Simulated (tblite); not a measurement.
C₂H₁₀FGeN₃.
Bonds: C1–N2, N2–Ge3, Ge3–N4, Ge3–F5, Ge3–N6, N6–C7. Hydrogens: H8, H9, H10 on C1; H11 on N2; H12, H13 on N4; H14 on N6; H15, H16, H17 on C7.

Computed with GFN2-xTB (tblite), gas phase: L-BFGS steps from a force-field or distance-geometry start until the largest atomic force falls under 0.01 eV/Å.

Step 0: E = -675.5802 eV
```
atom  x, y, z in Å  |  force x, y, z in eV/Å
C1      2.4922   -0.2158    0.5789    1.254  -0.732   1.087
N2      1.3849   -0.5578   -0.2661   -0.566   0.383  -0.768
Ge3    -0.1308    0.3940   -0.0939    0.269   0.216   1.016
N4      0.0705    2.1679    0.4132   -1.061   0.673  -0.538
F5     -1.0514    0.3921   -1.6014    0.066   0.004  -0.522
N6     -1.2402   -0.4486    1.1599    0.367   1.354  -0.119
C7     -2.1581   -1.2844    0.4107   -1.049  -0.650   0.445
H8      2.3245    0.6637    1.2409   -0.198  -0.540  -0.707
H9      2.6610   -1.0898    1.2616    0.072   0.587  -0.253
H10     3.4450   -0.0650    0.0375   -0.467   0.101   0.032
H11     1.5959   -1.0222   -1.1472    0.140   0.275   0.484
H12    -0.8863    2.5441    0.6517    1.327  -0.366  -0.259
H13     0.3966    2.7394   -0.3850   -0.154  -0.348   0.666
H14    -1.7465    0.3312    1.6411    0.269  -1.043  -0.371
H15    -1.6859   -2.2533    0.1392   -0.031   0.749   0.064
H16    -2.9971   -1.5367    1.1014    0.246   0.181  -0.751
H17    -2.4813   -0.7468   -0.5030   -0.482  -0.843   0.493
```

Step 1: E = -675.7600 eV
```
atom  x, y, z in Å  |  force x, y, z in eV/Å
C1      2.5101   -0.2262    0.5944    0.148  -0.348   0.087
N2      1.3768   -0.5524   -0.2770    0.127   0.600   0.181
Ge3    -0.1270    0.3971   -0.0793    0.112   0.331   0.627
N4      0.0553    2.1775    0.4055   -0.170  -0.143  -0.298
F5     -1.0505    0.3922   -1.6088    0.151  -0.013  -0.334
N6     -1.2349   -0.4292    1.1582    0.152   0.251  -0.588
C7     -2.1731   -1.2937    0.4170   -0.069   0.054   0.230
H8      2.3217    0.6560    1.2308   -0.144  -0.382  -0.472
H9      2.6621   -1.0814    1.2580    0.153   0.046   0.107
H10     3.4383   -0.0635    0.0380   -0.177   0.072  -0.048
H11     1.5979   -1.0182   -1.1403    0.168   0.072   0.068
H12    -0.8673    2.5389    0.6480    0.307   0.065  -0.027
H13     0.3944    2.7344   -0.3755    0.003  -0.005   0.215
H14    -1.7426    0.3163    1.6358   -0.090  -0.388   0.024
H15    -1.6864   -2.2426    0.1401    0.028   0.494   0.064
H16    -2.9935   -1.5341    1.0907   -0.211   0.032  -0.249
H17    -2.4882   -0.7588   -0.4960   -0.488  -0.740   0.411
```

Task: Estimate the geometry and energy of step 2. (The exact step hangs on the optimiser's Hessian estimate; all steps are aligned on step 1, rigid shifts and turns removed.)

Result: E = -675.8289 eV, largest force 0.742 eV/Å
```
atom  x, y, z in Å  |  force x, y, z in eV/Å
C1      2.5173   -0.2357    0.5999   -0.159  -0.043  -0.266
N2      1.3774   -0.5390   -0.2760    0.299   0.390   0.072
Ge3    -0.1238    0.4044   -0.0633    0.057   0.258   0.144
N4      0.0483    2.1769    0.3977    0.219  -0.381  -0.084
F5     -1.0472    0.3919   -1.6173    0.230  -0.023  -0.157
N6     -1.2306   -0.4196    1.1460   -0.056  -0.072  -0.459
C7     -2.1781   -1.2949    0.4232    0.237   0.190   0.116
H8      2.3181    0.6465    1.2190   -0.104  -0.203  -0.245
H9      2.6654   -1.0785    1.2592    0.194  -0.266   0.286
H10     3.4332   -0.0617    0.0371   -0.001   0.040  -0.093
H11     1.6017   -1.0158   -1.1373    0.058   0.149   0.207
H12    -0.8566    2.5389    0.6466   -0.189   0.262   0.113
H13     0.3939    2.7331   -0.3689    0.129   0.168  -0.056
H14    -1.7435    0.3050    1.6350   -0.159  -0.161   0.157
H15    -1.6859   -2.2301    0.1416    0.101   0.242   0.050
H16    -2.9969   -1.5328    1.0831   -0.357  -0.031   0.040
H17    -2.4996   -0.7765   -0.4861   -0.499  -0.521   0.174
```

The energy changes by -0.0689 eV. The first-order estimate −F·Δx gives -0.0983 eV and the mean of the old and new forces, exact on a quadratic surface, -0.0689 eV. The step makes an angle of 13° with the force vector and moves no atom by more than 0.023 Å.

The cost below is that of the whole relaxation. The run took 0.75 s on an Arm Neoverse V2 with one thread (shared host).
